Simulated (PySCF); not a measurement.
ClCu, SMILES [Cl][Cu] (connectivity only; charge and spin as stated), charge -1, multiplicity 2.

Coordinates come from a PBE0-D3(BJ)/def2-TZVPD optimisation. The spin state was assumed, not searched.

The numbers are results of B3LYP/def2-TZVPD run with PySCF, not measurements.

Isolated molecule, no solvent. A positive occupied level means that this level leaves the electron formally unbound; only the finite basis holds it.

| Item | Result |
|---|---|
| total energy | -2100.89064 hartree |
| point group | C∞v |
| α spin, highest occupied and lowest empty level | 0.60 and 3.85 eV |
| β spin, highest occupied and lowest empty level | -1.32 and 2.54 eV |
| dipole moment about the centre of nuclear charge | 0.19 D |
| mean static polarisability | 104.8 bohr³ (15.53 Å³) |
| polarisability, principal values | 95.3, 95.3, 123.8 bohr³ |
| ⟨S²⟩ | 0.752 (pure state 0.75) |
